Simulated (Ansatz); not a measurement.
This geometry of a periodic cell of 63 atoms, Si62B (host Si, host structure diamond, dopant B, one Si atom removed), cell charge +2 is a first-order saddle point.

Theory: Ansatz, DFT LDA, scalar-relativistic, plane waves, PAW. Settings: PAW set soft_1, cutoff 420 eV, k mesh 1x1x1, fermi-dirac smearing 0.05 eV, spin collinear.

```xyz
63
Lattice="10.8600 0.0000 0.0000 0.0000 10.8600 0.0000 0.0000 0.0000 10.8600" Properties=species:S:1:pos:R:3
Si 5.516 -0.027 0.043
Si 7.099 1.058 1.446
Si 8.120 2.707 0.043
Si 9.524 4.063 1.356
B 9.348 -0.154 2.035
Si 9.628 1.074 3.764
Si -0.281 0.126 0.306
Si 1.407 1.426 1.343
Si 2.774 2.726 -0.039
Si 4.120 4.037 1.379
Si 5.401 5.436 -0.012
Si 6.798 6.773 1.369
Si 8.092 8.033 -0.079
Si 2.708 0.020 2.717
Si 4.074 1.365 4.071
Si 5.552 2.560 2.673
Si 6.831 3.987 4.033
Si 8.155 5.420 2.730
Si 9.477 6.871 4.030
Si 5.371 0.000 5.465
Si 6.830 1.340 6.733
Si 8.221 2.518 5.230
Si 9.501 3.991 6.669
Si 8.158 0.018 8.145
Si 9.479 1.410 9.515
Si 0.009 5.430 0.001
Si 1.204 6.907 1.399
Si 2.631 8.187 0.038
Si 4.064 9.510 1.343
Si 0.070 2.762 2.729
Si 1.370 4.130 4.111
Si 2.681 5.475 2.693
Si 4.080 6.757 4.084
Si 5.417 8.154 2.704
Si 6.678 9.450 4.150
Si 0.053 -0.024 5.416
Si 1.368 1.358 6.798
Si 2.719 2.737 5.438
Si 4.088 4.072 6.792
Si 5.460 5.370 5.393
Si 6.754 6.761 6.774
Si 8.132 8.181 5.439
Si 9.522 9.514 6.787
Si 2.636 -0.003 8.263
Si 4.141 1.333 9.516
Si 5.461 2.695 8.116
Si 6.762 4.059 9.509
Si 8.133 5.353 8.077
Si 9.504 6.727 9.468
Si -0.296 8.452 2.628
Si 1.351 9.476 4.029
Si -0.022 5.497 5.417
Si 1.340 6.817 6.817
Si 2.703 8.118 5.424
Si 3.998 9.488 6.855
Si 0.003 2.724 8.134
Si 1.382 4.075 9.494
Si 2.716 5.444 8.140
Si 4.015 6.816 9.538
Si 5.406 8.110 8.157
Si 6.825 9.488 9.492
Si -0.017 8.186 8.199
Si 1.162 9.576 9.702
```

Which two structures does it join? (They come from a converged band through this point; their orientation in space is the band's.)

The atom that moves furthest is B5, by 3.44 Å; four of its nearest neighbours are Si2 2.01, Si35 2.01, Si6 2.01, Si16 3.39 Å at the first end and Si7 2.01, Si50 2.01, Si13 2.01, Si49 3.39 Å at the last.

Initial state:

```xyz
63
Lattice="10.8600 0.0000 0.0000 0.0000 10.8600 0.0000 0.0000 0.0000 10.8600" Properties=species:S:1:pos:R:3
Si 5.482 0.013 0.059
Si 6.898 1.253 1.512
Si 8.137 2.670 0.059
Si 9.509 4.063 1.355
B 7.836 0.315 3.028
Si 9.352 1.253 3.966
Si 0.076 0.023 -0.072
Si 1.342 1.339 1.382
Si 2.716 2.700 -0.007
Si 4.090 4.062 1.360
Si 5.451 5.435 -0.007
Si 6.813 6.809 1.382
Si 8.129 8.075 -0.072
Si 2.733 0.001 2.714
Si 4.071 1.370 4.083
Si 5.449 2.703 2.731
Si 6.782 4.081 4.082
Si 8.151 5.418 2.714
Si 9.482 6.809 4.052
Si 5.449 0.018 5.416
Si 6.782 1.369 6.794
Si 8.133 2.703 5.416
Si 9.505 4.062 6.775
Si 8.151 0.000 8.131
Si 9.482 1.339 9.522
Si 0.013 5.406 -0.009
Si 1.381 6.769 1.327
Si 2.744 8.138 -0.009
Si 4.088 9.502 1.355
Si -0.055 2.670 2.726
Si 1.337 4.053 4.056
Si 2.732 5.419 2.727
Si 4.099 6.814 4.056
Si 5.481 8.206 2.727
Si 6.898 9.659 3.966
Si -0.055 0.013 5.383
Si 1.337 1.343 6.766
Si 2.704 2.719 5.432
Si 4.077 4.074 6.787
Si 5.432 5.447 5.433
Si 6.808 6.814 6.766
Si 8.138 8.206 5.383
Si 9.509 9.502 6.776
Si 2.732 0.014 8.132
Si 4.099 1.343 9.527
Si 5.432 2.719 8.160
Si 6.808 4.052 9.527
Si 8.137 5.419 8.133
Si 9.537 6.770 9.483
Si 0.077 8.074 2.736
Si 1.342 9.529 4.052
Si 0.012 5.435 5.413
Si 1.370 6.781 6.772
Si 2.716 8.139 5.413
Si 4.090 9.506 6.775
Si 0.012 2.700 8.148
Si 1.370 4.058 9.495
Si 2.724 5.427 8.141
Si 4.093 6.782 9.495
Si 5.451 8.140 8.148
Si 6.813 9.529 9.522
Si 0.013 8.138 8.120
Si 1.381 9.474 9.483
```

Final state:

Only the atoms that move by more than 0.05 Å are listed.
```
Si1 5.453 -0.024 0.025
Si2 6.725 1.420 1.352
Si3 8.169 2.692 0.025
B5 9.819 -1.674 1.041
Si6 9.508 1.420 4.135
Si7 -0.106 -0.156 0.106
Si8 1.310 1.298 1.346
Si12 6.847 6.835 1.346
Si13 8.301 8.251 0.106
Si16 5.411 2.734 2.747
Si19 9.514 6.835 4.013
Si20 5.411 0.032 5.449
Si25 9.514 1.298 9.550
Si27 1.345 6.800 1.342
Si30 -0.025 2.692 2.691
Si34 5.453 8.170 2.691
Si35 6.725 9.497 4.135
Si36 -0.025 -0.024 5.407
Si42 8.169 8.170 5.407
Si50 -0.106 8.251 2.559
Si51 1.310 9.491 4.013
Si61 6.847 9.491 9.550
Si63 1.345 9.487 9.515
```

How far does it lie above each of them?

2.57 eV above the first and 2.57 eV above the second. This is the barrier of this one path; another mechanism may lie lower. Limits of this set-up: coarse k mesh, PAW files made for another functional, a typed lattice constant that wasn't relaxed here, charged cell in a uniform background, uncorrected.

Run time: 2.7 min on 4 threads of AMD EPYC 9R45 96-Core Processor (Zen 5), on a shared host, peak memory 4.3 GiB.
